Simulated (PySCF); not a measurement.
C₂O₂Ru, SMILES [O+]#[C-]->[Ru]<-[C-]#[O+] (connectivity only; charge and spin as stated), neutral, multiplicity 3.

The structure is a stationary point at PBE0-D3(BJ)/def2-SVP. The spin state was assumed, not searched. The def2 effective core potentials stand for the cores of Ru; spin–orbit coupling is left out.

Computed with PBE/def2-TZVPD (PySCF).

Gas-phase values at a fixed geometry.

- total energy: -321.47114 hartree
- point group: C2v
- α spin, highest occupied and lowest empty level: -4.86 and -3.03 eV
- β spin, highest occupied and lowest empty level: -5.80 and -4.47 eV
- dipole moment: 3.29 D
- quadrupole, principal values (traceless, Buckingham form, about the centre of nuclear charge): -7.29, 3.17, 4.12 D·Å
- mean static polarisability: 70.4 bohr³ (10.43 Å³)
- polarisability, principal values: 45.7, 67.3, 98.2 bohr³
- ⟨S²⟩: 2.010 (pure state 2.00)
